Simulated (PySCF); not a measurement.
Compound: C3H8NO4S2 (charge -1).
Atom-mapped SMILES: `[CH3:1][CH2:2][S:3](=[O:4])(=[O:5])[N-:6][S:7]([CH3:8])(=[O:9])=[O:10]` (hydrogens: H11, H12, H13 on C1; H14, H15 on C2; H16, H17, H18 on C8)

The same species was optimised twice, with GFN2-xTB and with PBE0-D3(BJ)/def2-SVP (PySCF), and the same property calculations (PySCF, gas phase) were run on both structures.

```json
{"coordinate": "S7–C8 (Å)", "GFN2-xTB": "1.822", "PBE0-D3(BJ)/def2-SVP": "1.790", "change": "-0.032"}
{"coordinate": "C2–S3 (Å)", "GFN2-xTB": "1.827", "PBE0-D3(BJ)/def2-SVP": "1.802", "change": "-0.025"}
{"coordinate": "S7=O10 (Å)", "GFN2-xTB": "1.455", "PBE0-D3(BJ)/def2-SVP": "1.478", "change": "+0.023"}
{"coordinate": "S3–N6 (Å)", "GFN2-xTB": "1.588", "PBE0-D3(BJ)/def2-SVP": "1.611", "change": "+0.023"}
{"coordinate": "N6–S7 (Å)", "GFN2-xTB": "1.586", "PBE0-D3(BJ)/def2-SVP": "1.609", "change": "+0.023"}
{"coordinate": "S3=O4 (Å)", "GFN2-xTB": "1.456", "PBE0-D3(BJ)/def2-SVP": "1.479", "change": "+0.023"}
{"coordinate": "S3=O5 (Å)", "GFN2-xTB": "1.451", "PBE0-D3(BJ)/def2-SVP": "1.466", "change": "+0.015"}
{"coordinate": "S7=O9 (Å)", "GFN2-xTB": "1.451", "PBE0-D3(BJ)/def2-SVP": "1.464", "change": "+0.013"}
{"coordinate": "C1–C2 (Å)", "GFN2-xTB": "1.509", "PBE0-D3(BJ)/def2-SVP": "1.512", "change": "+0.003"}
{"coordinate": "S3–N6–S7 (°)", "GFN2-xTB": "114.0", "PBE0-D3(BJ)/def2-SVP": "120.4", "change": "+6.4"}
{"coordinate": "C1–C2–S3 (°)", "GFN2-xTB": "107.2", "PBE0-D3(BJ)/def2-SVP": "112.1", "change": "+4.9"}
{"coordinate": "O4–S3–O5 (°)", "GFN2-xTB": "113.8", "PBE0-D3(BJ)/def2-SVP": "116.6", "change": "+2.8"}
{"coordinate": "O9–S7–O10 (°)", "GFN2-xTB": "113.9", "PBE0-D3(BJ)/def2-SVP": "116.6", "change": "+2.7"}
{"coordinate": "C2–S3–O4 (°)", "GFN2-xTB": "106.9", "PBE0-D3(BJ)/def2-SVP": "105.4", "change": "-1.5"}
{"coordinate": "N6–S7–C8 (°)", "GFN2-xTB": "106.9", "PBE0-D3(BJ)/def2-SVP": "105.4", "change": "-1.5"}
{"coordinate": "O5–S3–N6 (°)", "GFN2-xTB": "109.1", "PBE0-D3(BJ)/def2-SVP": "107.6", "change": "-1.5"}
{"coordinate": "C2–S3–N6 (°)", "GFN2-xTB": "107.2", "PBE0-D3(BJ)/def2-SVP": "105.9", "change": "-1.3"}
{"coordinate": "C1–C2–S3–O4 (°)", "GFN2-xTB": "-179", "PBE0-D3(BJ)/def2-SVP": "-178", "change": "+1"}
{"coordinate": "C2–S3–N6–S7 (°)", "GFN2-xTB": "-74", "PBE0-D3(BJ)/def2-SVP": "-69", "change": "+5"}
{"coordinate": "S3–N6–S7–C8 (°)", "GFN2-xTB": "-75", "PBE0-D3(BJ)/def2-SVP": "-72", "change": "+3"}
```

Rotational constants: A = 1737, B = 864.9, C = 736.6 MHz (GFN2-xTB) against A = 1672, B = 826.2, C = 710.6 MHz (PBE0-D3(BJ)/def2-SVP). Point groups within 0.08 Å: C1 and C1.

On the GFN2-xTB structure: HOMO (eV) -3.42 [PBE0/pcSseg-1]; LUMO (eV) 5.09 [PBE0/pcSseg-1]; GIAO shielding of C1 (ppm) 175.6 [PBE0/pcSseg-1]; GIAO shielding of C2 (ppm) 133.1 [PBE0/pcSseg-1]; GIAO shielding of S3 (ppm) 192.4 [PBE0/pcSseg-1]; GIAO shielding of O4/O5 (mean) (ppm) 130.2 [PBE0/pcSseg-1]; GIAO shielding of N6 (ppm) 97.2 [PBE0/pcSseg-1]; GIAO shielding of S7 (ppm) 202.0 [PBE0/pcSseg-1]; GIAO shielding of C8 (ppm) 139.0 [PBE0/pcSseg-1]; GIAO shielding of O9/O10 (mean) (ppm) 112.9 [PBE0/pcSseg-1].

Question: What do these properties become on the PBE0-D3(BJ)/def2-SVP structure?

Answer: 
```csv
property,level,on GFN2-xTB,on PBE0-D3(BJ)/def2-SVP,change
HOMO (eV),PBE0/pcSseg-1,-3.42,-3.30,+0.12
LUMO (eV),PBE0/pcSseg-1,5.09,4.99,-0.10
"energy, GFN2-xTB geometry as zero (kcal/mol)",PBE0/pcSseg-1,0.0,-6.7,-6.7
GIAO shielding of C1 (ppm),PBE0/pcSseg-1,175.6,173.3,-2.3
GIAO shielding of C2 (ppm),PBE0/pcSseg-1,133.1,133.0,-0.1
GIAO shielding of S3 (ppm),PBE0/pcSseg-1,192.4,186.2,-6.2
GIAO shielding of O4/O5 (mean) (ppm),PBE0/pcSseg-1,130.2,118.2,-12.0
GIAO shielding of N6 (ppm),PBE0/pcSseg-1,97.2,89.7,-7.5
GIAO shielding of S7 (ppm),PBE0/pcSseg-1,202.0,197.0,-5.0
GIAO shielding of C8 (ppm),PBE0/pcSseg-1,139.0,138.8,-0.2
GIAO shielding of O9/O10 (mean) (ppm),PBE0/pcSseg-1,112.9,104.6,-8.3
```

The heavy atoms differ by 0.109 Å rms after alignment. Among bonds between heavy atoms S7–C8 changes most (-0.032 Å). Changes are differences of the printed values. Neither structure is proved a minimum here. Isolated species at its PBE0-D3(BJ)/def2-SVP geometry (one conformer only). The geometry's basis has no diffuse functions, a weakness for an anion.

The values belong to the conformer `[CH3:1][CH2:2][S:3](=[O:4])(=[O:5])[N-:6][S:7]([CH3:8])(=[O:9])=[O:10]`: C1–C2–S3–O4 -178°, C2–S3–N6–S7 -69°, S3–N6–S7–C8 -72°.
